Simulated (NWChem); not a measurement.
System: CH5NOSi2; SMILES [SiH2]1[SiH2]N=CO1

Input file for NWChem:

```
start job
memory heap 200 mb stack 900 mb global 1100 mb
geometry units angstroms
  C     -0.007190     1.488519     0.272692
  N      1.141523     0.992736     0.186298
  Si     1.202077    -0.722295    -0.127844
  Si    -1.107810    -0.816561    -0.153831
  O     -1.156353     0.839137     0.149432
  H     -0.141097     2.551099     0.467295
  H      1.908942    -1.339301     0.992990
  H      1.918056    -0.902591    -1.389318
  H     -1.862826    -0.924442    -1.399797
  H     -1.871881    -1.358317     0.967047
end
basis spherical
  * library 6-31g*
end
dft
  xc b3lyp
  iterations 150
end
driver
  maxiter 120
end
task dft optimize
task dft freq
```

Parts of the log:

```
             Northwest Computational Chemistry Package (NWChem) 7.3.0
             --------------------------------------------------------

 CS  symmetry detected

                             Geometry "geometry" -> ""
                             -------------------------

 Output coordinates in angstroms (scale by  1.889725989 to convert to a.u.)

  No.       Tag          Charge          X              Y              Z
 ---- ---------------- ---------- -------------- -------------- --------------
    1 C                    6.0000     1.53008820    -0.04345510     0.00000000
    2 N                    7.0000     0.98956745    -1.17511033     0.00000000
    3 Si                  14.0000    -0.75504452    -1.17863031     0.00000000
    4 Si                  14.0000    -0.77688175     1.13322230     0.00000000
    5 O                    8.0000     0.90704768     1.12670989     0.00000000
    6 H                    1.0000     2.61414153     0.05506348     0.00000000
    7 H                    1.0000    -1.18288319    -1.87644322     1.21101095
    8 H                    1.0000    -1.18288319    -1.87644322    -1.21101095
    9 H                    1.0000    -1.08264505     1.90317939    -1.20315003
   10 H                    1.0000    -1.08264505     1.90317939     1.20315003

 Effective nuclear repulsion energy (a.u.)     288.5659718337

      Symmetry information
      --------------------

 Group name             Cs
 Group number              2
 Group order               2
 No. of unique centers     8

                                Z-matrix (autoz)
                                --------

 Units are Angstrom for bonds and degrees for angles

      Type          Name      I     J     K     L     M      Value
      ----------- --------  ----- ----- ----- ----- ----- ----------
    1 Stretch                  1     2                       1.25412
    2 Stretch                  1     5                       1.32569
    3 Stretch                  1     6                       1.08852
    4 Stretch                  2     3                       1.74462
    5 Stretch                  3     4                       2.31196
    6 Stretch                  3     7                       1.46169
    7 Stretch                  3     8                       1.46169
    8 Stretch                  4     5                       1.68394
    9 Stretch                  4     9                       1.46079
   10 Stretch                  4    10                       1.46079
   11 Bend                     1     2     3               115.64648
   12 Bend                     1     5     4               118.25413
   13 Bend                     2     1     5               126.43658
   14 Bend                     2     1     6               120.72365
   15 Bend                     2     3     4                90.42559
   16 Bend                     2     3     7               107.07745
   17 Bend                     2     3     8               107.07745
   18 Bend                     3     4     5                89.23723
   19 Bend                     3     4     9               121.94046
   20 Bend                     3     4    10               121.94046
   21 Bend                     4     3     7               118.33433
   22 Bend                     4     3     8               118.33433
   23 Bend                     5     1     6               112.83978
   24 Bend                     5     4     9               102.20154
   25 Bend                     5     4    10               102.20154
   26 Bend                     7     3     8               111.89008
   27 Bend                     9     4    10               110.90010
   28 Torsion                  1     2     3     4           0.00000
   29 Torsion                  1     2     3     7        -119.92083
   30 Torsion                  1     2     3     8         119.92083
   31 Torsion                  1     5     4     3           0.00000
   32 Torsion                  1     5     4     9        -122.57709
   33 Torsion                  1     5     4    10         122.57709
   34 Torsion                  2     1     5     4           0.00000
   35 Torsion                  2     3     4     5          -0.00000
   36 Torsion                  2     3     4     9         103.93265
   37 Torsion                  2     3     4    10        -103.93265
   38 Torsion                  3     2     1     5           0.00000
   39 Torsion                  3     2     1     6         180.00000
   40 Torsion                  4     5     1     6         180.00000
   41 Torsion                  5     4     3     7         109.73379
   42 Torsion                  5     4     3     8        -109.73379
   43 Torsion                  7     3     4     9        -146.33356
   44 Torsion                  7     3     4    10           5.80115
   45 Torsion                  8     3     4     9          -5.80115
   46 Torsion                  8     3     4    10         146.33356

                           NWChem Geometry Optimization
                           ----------------------------

 maximum gradient threshold         (gmax) =   0.000450
 rms gradient threshold             (grms) =   0.000300
 maximum cartesian step threshold   (xmax) =   0.001800
 rms cartesian step threshold       (xrms) =   0.001200
 fixed trust radius                (trust) =   0.300000
 source of zmatrix                         =   autoz

          -------------------
          Energy Minimization
          -------------------

 Using diagonal initial Hessian
 Scaling for Hessian diagonals: bonds = 1.00  angles = 0.25  torsions = 0.10

          --------
          Step   0

                                 NWChem DFT Module
                                 -----------------

 Summary of "ao basis" -> "ao basis" (spherical)
 ------------------------------------------------------------------------------
       Tag                 Description            Shells   Functions and Types
 ---------------- ------------------------------  ------  ---------------------
 C                           6-31g*                  6       14   3s2p1d
 N                           6-31g*                  6       14   3s2p1d
 Si                          6-31g*                  8       18   4s3p1d
 O                           6-31g*                  6       14   3s2p1d
 H                           6-31g*                  2        2   2s

      Symmetry analysis of basis
      --------------------------

        a'         62
        a"         26

            General Information
            -------------------
          SCF calculation type: DFT
          Wavefunction type:  closed shell.
          No. of atoms     :    10
          No. of electrons :    54
           Alpha electrons :    27
            Beta electrons :    27
          Charge           :     0
          Spin multiplicity:     1
          Use of symmetry is: on ; symmetry adaption is: on
          Maximum number of iterations: 150
          AO basis - number of functions:    88
                     number of shells:    44
          Convergence on energy requested:  1.00D-06
          Convergence on density requested:  1.00D-05
          Convergence on gradient requested:  5.00D-04

              XC Information
              --------------
                         B3LYP Method XC Potential
                     Hartree-Fock (Exact) Exchange  0.200
                        Slater Exchange Functional  0.800 local
                    Becke 1988 Exchange Functional  0.720 non-local
              Lee-Yang-Parr Correlation Functional  0.810
                  VWN I RPA Correlation Functional  0.190 local

[...]

      ----------------------
      Optimization converged
      ----------------------

  Step       Energy      Delta E   Gmax     Grms     Xrms     Xmax
  ---- ---------------- -------- -------- -------- -------- --------
@    6    -750.10067146 -1.7D-07  0.00003  0.00001  0.00022  0.00051
                                     ok       ok       ok       ok

                                Z-matrix (autoz)
                                --------

 Units are Angstrom for bonds and degrees for angles

      Type          Name      I     J     K     L     M      Value     Gradient
      ----------- --------  ----- ----- ----- ----- ----- ---------- ----------
    1 Stretch                  1     2                       1.27211   -0.00001
    2 Stretch                  1     5                       1.36696    0.00002
    3 Stretch                  1     6                       1.09263   -0.00002
    4 Stretch                  2     3                       1.76756   -0.00000
    5 Stretch                  3     4                       2.34661   -0.00003
    6 Stretch                  3     7                       1.48596    0.00001
    7 Stretch                  3     8                       1.48596    0.00001
    8 Stretch                  4     5                       1.73065   -0.00003
    9 Stretch                  4     9                       1.48548    0.00001
   10 Stretch                  4    10                       1.48548    0.00001
   11 Bend                     1     2     3               115.56700   -0.00001
   12 Bend                     1     5     4               116.05319    0.00000
   13 Bend                     2     1     5               127.66470   -0.00001
   14 Bend                     2     1     6               122.16643   -0.00001
   15 Bend                     2     3     4                90.72302    0.00001
   16 Bend                     2     3     7               111.38168    0.00000
   17 Bend                     2     3     8               111.38168    0.00000
   18 Bend                     3     4     5                89.99210    0.00001
   19 Bend                     3     4     9               119.66150    0.00000
   20 Bend                     3     4    10               119.66150    0.00000
   21 Bend                     4     3     7               116.67066   -0.00000
   22 Bend                     4     3     8               116.67066   -0.00000
   23 Bend                     5     1     6               110.16887    0.00001
   24 Bend                     5     4     9               107.66924   -0.00000
   25 Bend                     5     4    10               107.66924   -0.00000
   26 Bend                     7     3     8               108.83494   -0.00001
   27 Bend                     9     4    10               109.02799   -0.00000
   28 Torsion                  1     2     3     4          -0.00000   -0.00000
   29 Torsion                  1     2     3     7        -119.14480   -0.00000
   30 Torsion                  1     2     3     8         119.14480    0.00000
   31 Torsion                  1     5     4     3           0.00000   -0.00000
   32 Torsion                  1     5     4     9        -121.28750   -0.00000
   33 Torsion                  1     5     4    10         121.28750    0.00000
   34 Torsion                  2     1     5     4           0.00000    0.00000
   35 Torsion                  2     3     4     5           0.00000   -0.00000
   36 Torsion                  2     3     4     9         110.43917   -0.00000
   37 Torsion                  2     3     4    10        -110.43917    0.00000
   38 Torsion                  3     2     1     5           0.00000    0.00000
   39 Torsion                  3     2     1     6         180.00000    0.00000
   40 Torsion                  4     5     1     6         180.00000   -0.00000
   41 Torsion                  5     4     3     7         114.47902    0.00001
   42 Torsion                  5     4     3     8        -114.47902   -0.00001
   43 Torsion                  7     3     4     9        -135.08181    0.00001
   44 Torsion                  7     3     4    10           4.03986    0.00001
   45 Torsion                  8     3     4     9          -4.03986   -0.00001
   46 Torsion                  8     3     4    10         135.08181   -0.00001

                         Geometry "geometry" -> "geometry"
                         ---------------------------------

 Output coordinates in angstroms (scale by  1.889725989 to convert to a.u.)

[...]

 Rotational Constants
 --------------------
 A=   0.152555 cm-1  (  0.219488 K)
 B=   0.121152 cm-1  (  0.174307 K)
 C=   0.070872 cm-1  (  0.101967 K)

 Temperature                      =   298.15K
 frequency scaling parameter      =   1.0000

 Zero-Point correction to Energy  =   38.270 kcal/mol  (  0.060987 au)
 Thermal correction to Energy     =   41.906 kcal/mol  (  0.066781 au)
 Thermal correction to Enthalpy   =   42.498 kcal/mol  (  0.067725 au)

 Total Entropy                    =   75.872 cal/mol-K
   - Translational                =   39.788 cal/mol-K (mol. weight = 102.9910)
   - Rotational                   =   26.601 cal/mol-K (symmetry #  =        1)
   - Vibrational                  =    9.483 cal/mol-K

 Cv (constant volume heat capacity) =   21.897 cal/mol-K
   - Translational                  =    2.979 cal/mol-K
   - Rotational                     =    2.979 cal/mol-K
   - Vibrational                    =   15.938 cal/mol-K

[normal modes left out]

 ----------------------------------------------------------------------------
 Normal Eigenvalue ||           Projected Infra Red Intensities
  Mode   [cm**-1]  || [atomic units] [(debye/angs)**2] [(KM/mol)] [arbitrary]
 ------ ---------- || -------------- ----------------- ---------- -----------
    1       -0.000 ||    0.000242           0.006         0.235       0.040
    2       -0.000 ||    0.000049           0.001         0.048       0.008
    3       -0.000 ||    0.000888           0.020         0.865       0.146
    4        0.000 ||    0.000002           0.000         0.001       0.000
    5        0.000 ||    0.000101           0.002         0.098       0.017
    6        0.000 ||    0.000116           0.003         0.113       0.019
    7      154.712 ||    0.000035           0.001         0.034       0.006
    8      356.934 ||    0.011203           0.258        10.921       1.843
    9      362.031 ||    0.019665           0.454        19.171       3.235
   10      381.631 ||    0.016040           0.370        15.637       2.639
   11      439.172 ||    0.001029           0.024         1.003       0.169
   12      604.972 ||    0.001332           0.031         1.298       0.219
   13      667.277 ||    0.026060           0.601        25.405       4.287
   14      696.181 ||    0.019205           0.443        18.722       3.160
   15      705.364 ||    0.041889           0.966        40.836       6.892
   16      710.651 ||    0.038444           0.887        37.477       6.325
   17      719.860 ||    0.003043           0.070         2.966       0.501
   18      742.204 ||    0.037265           0.860        36.328       6.131
   19      891.668 ||    0.156069           3.601       152.144      25.677
   20      957.314 ||    0.219474           5.063       213.954      36.108
   21      977.847 ||    0.079244           1.828        77.251      13.037
   22     1002.074 ||    0.003131           0.072         3.052       0.515
   23     1143.984 ||    0.263992           6.091       257.353      43.432
   24     1405.234 ||    0.002270           0.052         2.213       0.373
   25     1675.522 ||    0.309830           7.148       302.037      50.974
   26     2250.532 ||    0.169249           3.905       164.992      27.845
   27     2256.968 ||    0.025062           0.578        24.431       4.123
   28     2258.821 ||    0.070050           1.616        68.288      11.525
   29     2267.537 ||    0.267446           6.170       260.720      44.001
   30     3154.694 ||    0.041049           0.947        40.017       6.753
 ----------------------------------------------------------------------------
```

Level: B3LYP/6-31G* (spherical d).
